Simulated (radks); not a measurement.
Results of a calculation; reference values are marked as such.
Task: Orbital eigenvalues (eV) of the hafnium ion Hf2+, [Xe] 4f14 5d2, of relativity; Dirac values are averaged over j with weights 2j + 1. Spin-unpolarised spherical Kohn-Sham, PBE, point nucleus unless stated (finite: rms radius 5.347 fm), a radial shooting solver on a logarithmic mesh with Libxc functionals. A level marked "c x" has the speed of light scaled by that factor and shares open shells by 2j + 1; other Dirac levels either fill j = l - 1/2 first or share by 2j + 1.

| shell | non-rel. |
|---|---|
| 3s | -2234.3 |
| 3p | -2040.9 |
| 3d | -1680.6 |
| 4s | -447.70 |
| 4p | -368.00 |
| 4d | -223.42 |
| 5s | -69.988 |
| 5p | -48.080 |
| 4f | -37.839 |
| 5d | -17.276 |
| 6s (empty) | -15.867 |
| 6p (empty) | -11.630 |

Give the values at the level "Dirac, 2j+1 shares, finite nucleus".

Result: 
shell       Dirac, 2j+1 shares, finite nucleus  change of magnitude (%)
3s                                     -2553.2                   +14.28
3p                                     -2161.5                    +5.91
3d                                     -1667.4                    -0.79
4s                                     -526.39                   +17.58
4p                                     -396.61                    +7.78
4d                                     -221.29                    -0.95
5s                                     -81.889                   +17.00
5p                                     -51.005                    +6.08
4f                                     -31.824                   -15.90
5d                                     -16.699                    -3.34
6s (empty)                             -17.489                   +10.22
6p (empty)                             -12.061                    +3.71
